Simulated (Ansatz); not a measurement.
Total energies of FGaH5NSSi, SMILES `[NH2][Ga]([SH])[SiH2]F`.

Cartesian coordinates in Å:
```
N 1.200 -1.377 0.480
Ga -0.137 -0.155 0.464
S -1.439 -0.045 2.248
Si -0.491 1.299 -1.417
F 0.598 0.952 -2.552
H 1.394 -2.011 1.237
H 1.837 -1.497 -0.289
H -0.798 -1.022 2.912
H -1.838 1.123 -2.021
H -0.325 2.733 -1.061
```

The species carries charge 0 and has multiplicity 1. Correlated methods include outer-core shells of Ga, which these sets cover unevenly. Scalar relativity is left out up to krypton. The structure was optimised at the PBE0-D4/def2-TZVP level. It is one conformer, not always the lowest. Basis def2-TZVPP, Ansatz.

RPA on PBE orbitals: Hartree–Fock energy of these orbitals -2766.65381 Eh, correlation -1.58965 Eh (frozen core).

```csv
functional,energy without D4 (Eh),D4 term (kJ/mol)
PBE,-2769.58231,-24.1
revPBE,-2770.03178,-59.6
BLYP,-2770.39592,-50.6
r2SCAN,-2770.22784,-5.9
B97M-V,-2769.77052,–
PBE0,-2769.68714,-20.8
r2SCANh,-2770.20479,-6.4
r2SCAN0,-2770.17214,-7.2
HSE06 (plane-wave form),-2769.66561,-19.8
BHLYP,-2770.26622,-35.0
```

Q: Give the same for LDA (SPW92), B3LYP, CAM-B3LYP, LC-ωPBE, ωB97X-V, ωB97M-V, B2PLYP, PBE-QIDH. (An estimate is asked.)

A: Ansatz gave: 
```csv
functional,energy without D4 (Eh),D4 term (kJ/mol)
LDA (SPW92),-2763.69601,–
B3LYP,-2770.45461,-39.2
CAM-B3LYP,-2770.45153,-21.8
LC-ωPBE,-2769.82006,–
ωB97X-V,-2770.02725,–
ωB97M-V,-2770.16385,–
B2PLYP,-2769.65498,–
PBE-QIDH,-2769.16357,–
```

B3LYP takes the VWN-RPA correlation (the form of Gaussian; ORCA's B3LYP/G). HSE06 is the plane-wave form, built on full-range PBE exchange. The double hybrids freeze the cores in their second-order part.

LC-ωPBE has ω = 0.4 bohr⁻¹.
